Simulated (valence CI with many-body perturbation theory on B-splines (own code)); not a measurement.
Values are calculated unless marked as measured or tabulated.
**Pb41+: magnetic and hyperfine properties of the levels**

Level of theory: valence CI with perturbative core correlation (CI+MBPT): five valence electrons over a frozen Dirac-Fock core [Kr], radial functions for each j: 7 s, 7 p, 8 d, 6 f, 4 g, 1 h, with the one-electron correlation potential Σ1 (screened to all orders), the two-electron term Σ2, the three-electron term Σ3, Breit, model QED; selected single and double excitations, second order for the rest, scaled by the run's own slope (own B-spline code, finite nucleus).

The last digits are not significant, and no measured levels were compared; by estimate large intervals hold to a few tenths of a per cent, small ones and those within an open d or f shell to about a per cent. The list stops below the first excitations out of the core.

A/g_I is the dipole constant over the nuclear g factor μ/I (μ in nuclear magnetons, uniformly magnetised nucleus), B/Q the quadrupole constant per barn. Both hold the static response of the core; the bare values leave it out. Large factors of s and p1/2 electrons are usually good to 5 to 10 %; those of open d and f shells near neutrality can be off by tens of per cent, and small factors of p3/2, d and f electrons come from cancelling terms and can be off by a factor of two or in sign, in half-filled shells by more. B is blank for J = 1/2, where it vanishes, and for nearly pure S terms. Energies count from the lowest level.

Levels are named by their leading jj configuration (3d3/2^4 stands for four electrons in 3d with j = 3/2), which in mixed levels can hold well under half, so a name can repeat and another be missing. Letters in brackets count levels of one name in rising energy.

```csv
Level,E (cm⁻¹),g,A/g_I (MHz),A/g_I bare,B/Q (MHz/b),B/Q bare
(4d3/2^4 4d5/2) J=5/2,0,1.288,13100,13900,27400,26300
(4d3/2^3 4d5/2^2) J=5/2 [a],201770,1.340,7400,8320,10200,9730
(4d3/2^3 4d5/2^2) J=7/2 [a],244430,1.168,16000,16300,32600,31500
(4d3/2^3 4d5/2^2) J=3/2 [a],249790,1.157,20800,21000,25300,24400
(4d3/2^3 4d5/2^2) J=11/2,253500,1.105,21300,21300,-2100,-2220
(4d3/2^3 4d5/2^2) J=9/2,269520,1.137,18800,19000,31100,30000
(4d3/2^3 4d5/2^2) J=5/2 [b],281280,1.131,19700,19800,-1730,-1630
(4d3/2^3 4d5/2^2) J=1/2,292610,1.778,-12700,-10200,,
(4d3/2^3 4d5/2^2) J=7/2 [b],296980,1.072,23500,23400,-35500,-34300
(4d3/2^3 4d5/2^2) J=3/2 [b],356360,0.796,37800,36800,-32900,-31800
(4d3/2^2 4d5/2^3) J=5/2 [a],443030,1.314,5580,6400,1760,1710
(4d3/2^2 4d5/2^3) J=7/2 [a],474050,1.214,13700,14100,-1430,-1390
(4d3/2^2 4d5/2^3) J=11/2,479800,1.093,20800,20800,522,521
(4d3/2^2 4d5/2^3) J=9/2 [a],485110,1.146,17800,18000,-3130,-3030
(4d3/2^2 4d5/2^3) J=1/2 [a],497310,0.463,60900,58700,,
(4d3/2^2 4d5/2^3) J=13/2,501370,1.072,22400,22400,-15.1,0.340
(4d3/2^2 4d5/2^3) J=3/2 [a],505260,1.171,17200,17500,617,573
(4d3/2^2 4d5/2^3) J=5/2 [b],508560,1.020,25200,25000,-3330,-3190
(4d3/2^2 4d5/2^3) J=9/2 [b],530830,1.107,20200,20300,854,827
(4d3/2^2 4d5/2^3) J=7/2 [b],537690,0.987,27700,27300,-1400,-1350
(4d3/2^2 4d5/2^3) J=5/2 [c],542560,1.052,23300,23200,3060,2920
(4d3/2^2 4d5/2^3) J=3/2 [b],544670,0.860,34700,33800,2460,2420
(4d3/2^2 4d5/2^3) J=1/2 [b],565290,1.763,-16600,-14100,,
(4d3/2^2 4d5/2^3) J=7/2 [c],568440,1.035,25000,24800,1400,1350
(4d3/2^2 4d5/2^3) J=9/2 [c],598050,1.105,20300,20400,9700,9400
(4d3/2^2 4d5/2^3) J=3/2 [c],647080,1.186,16000,16400,-7880,-7650
(4d3/2^2 4d5/2^3) J=5/2 [d],661440,1.188,15800,16200,6900,6690
(4d3/2 4d5/2^4) J=5/2 [a],721200,1.235,9230,9760,-12100,-11600
(4d3/2 4d5/2^4) J=7/2 [a],753660,1.187,15400,15800,-36700,-35500
(4d3/2 4d5/2^4) J=3/2 [a],763190,0.996,23300,23000,-26500,-25600
(4d3/2 4d5/2^4) J=11/2,763490,1.074,21800,21700,1700,1840
(4d3/2 4d5/2^4) J=9/2,785260,1.117,19200,19300,-38400,-37100
(4d3/2 4d5/2^4) J=5/2 [b],800520,1.111,19600,19700,5990,5780
(4d3/2 4d5/2^4) J=7/2 [b],811860,1.015,24700,24500,41100,39700
(4d3/2 4d5/2^4) J=1/2,835260,1.312,-6340,-5540,,
(4d3/2 4d5/2^4) J=3/2 [b],893360,0.862,36900,36100,38900,37600
(4d5/2^5) J=5/2,1029100,1.156,15200,15500,-38000,-36600
```

Problem. Take the isotope of mass number 207, with I = 1/2, μ = 0.5906 μN. What is the hyperfine structure of (4d3/2^3 4d5/2^2) J=11/2?

Solution. From the table A = 25100 MHz. Shifts from the centre of gravity in MHz: F = 5: -81600, F = 6: 69000.
